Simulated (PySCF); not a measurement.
Isomers of C8H9N, mass 119.073 u with the commonest isotopes. Method used: PBE0-D3(BJ)/def2-SVP geometry optimisation, gas phase (PySCF). One conformer each, none proved a minimum here; rigid rotors.

Task: Order these by radius of gyration √(Σ m r²/M), largest first.
A. `[CH2:1]=[C:2]([CH3:3])[c:4]1[cH:5][cH:6][n:7][cH:8][cH:9]1` with C1–C2–C4–C5 157°
B. `[CH3:1]/[N:2]=[CH:3]/[c:4]1[cH:5][cH:6][cH:7][cH:8][cH:9]1` with N2–C3–C4–C5 0°
C. `[CH2:1]=[C:2]1[CH2:3][C@H:4]([CH2:5][C:6]#[N:7])[C:8]1=[CH2:9]` with C3–C4–C5–C6 -172°

Result: B (2.345 Å), C (2.256 Å), A (2.147 Å).

Task: Order these by out-of-plane moment Σ m c² = (Ia + Ib − Ic)/2, smallest first.
A. `[CH2:1]=[C:2]([CH3:3])[c:4]1[cH:5][cH:6][n:7][cH:8][cH:9]1` with C1–C2–C4–C5 157°
B. `[CH3:1]/[N:2]=[CH:3]/[c:4]1[cH:5][cH:6][cH:7][cH:8][cH:9]1` with N2–C3–C4–C5 0°
C. `[CH2:1]=[C:2]1[CH2:3][C@H:4]([CH2:5][C:6]#[N:7])[C:8]1=[CH2:9]` with C3–C4–C5–C6 -172°

Result: B (1.56 u·Å²), A (6.49 u·Å²), C (14.83 u·Å²).

Task: Order these by rotational constant C, largest first.
A. `[CH2:1]=[C:2]([CH3:3])[c:4]1[cH:5][cH:6][n:7][cH:8][cH:9]1` with C1–C2–C4–C5 157°
B. `[CH2:1]=[C:2]1[CH2:3][C@H:4]([CH2:5][C:6]#[N:7])[C:8]1=[CH2:9]` with C3–C4–C5–C6 -172°
C. `[CH3:1]/[N:2]=[CH:3]/[c:4]1[cH:5][cH:6][cH:7][cH:8][cH:9]1` with N2–C3–C4–C5 0°

Result: A (931.7 MHz), B (854.8 MHz), C (773.5 MHz).

```json
{"SMILES": "C=C1C[C@H](CC#N)C1=C", "point group": "C1", "Ia (u·Å²)": "139.97", "Ib (u·Å²)": "480.93", "Ic (u·Å²)": "591.24", "κ": "-0.86", "μa (D)": "3.08", "μb (D)": "2.22", "μc (D)": "0.35"}
{"SMILES": "C=C(C)c1ccncc1", "point group": "–", "Ia (u·Å²)": "135.73", "Ib (u·Å²)": "419.68", "Ic (u·Å²)": "542.44", "κ": "-0.80", "μa (D)": "2.58", "μb (D)": "0.18", "μc (D)": "0.05"}
{"SMILES": "C/N=C/c1ccccc1", "point group": "Cs", "Ia (u·Å²)": "99.66", "Ib (u·Å²)": "556.83", "Ic (u·Å²)": "653.36", "κ": "-0.94", "μa (D)": "0.07", "μb (D)": "1.07", "μc (D)": "0.01"}
```
